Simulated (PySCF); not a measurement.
Compound: [AuCl4]- (charge -1 and singlet state).
Bonds: Au1–Cl2, Au1–Cl3, Au1–Cl4, Au1–Cl5.

Method used: PBE0-D3(BJ)/def2-SVP geometry optimisation, gas phase, def2 core potentials past Kr in PySCF 2.14.0.

Task: What internal coordinates does the optimisation give?

Result: 
```csv
bond,length (Å)
Au1–Cl2 and 3 like bonds,2.320
```

Bonds in one row agree within 0.01 Å and their mean is given. A selection of angles:
```csv
angle,degrees
Cl2–Au1–Cl3,90.0
Cl2–Au1–Cl4,179.9
```

The 5 heavy atoms lie in one plane (0.001 Å rms). All 4 Au–Cl bonds measure 2.320 Å. Au1 (gold bonded to 4 Cl) is square planar (angles from 90.0° to 179.9°).

Point group: D4h (tolerance 0.08 Å). No frequency check.


SiF6 (charge -2).
Bonds: F1–Si2, Si2–F3, Si2–F4, Si2–F5, Si2–F6, Si2–F7.

Structure optimised with GFN2-xTB, isolated species.

Problem. What internal coordinates does the optimisation give?

Solution. 
```tsv
bond	length (bohr)
F1–Si2 and 5 like bonds	3.231
```

Bonds in one row agree within 0.02 bohr and their mean is given. A selection of angles:
```tsv
angle	degrees
F1–Si2–F3	90.0
F1–Si2–F6	180.0
```

Si2 (silicon bonded to 6 F) is octahedral (the three widest angles are 180.0°, 180.0° and 180.0°, the others run from 90.0° to 90.0°). All 6 F–Si bonds measure 1.710 Å.

Point group: Oh (every atom within 0.08 Å of its image). GFN2-xTB frequencies: not computed here. Whether so highly charged an anion holds all its electrons in the gas phase wasn't checked; a finite basis holds them in any case. No counter-ion or solvent screens the charge of this multiply charged ion.
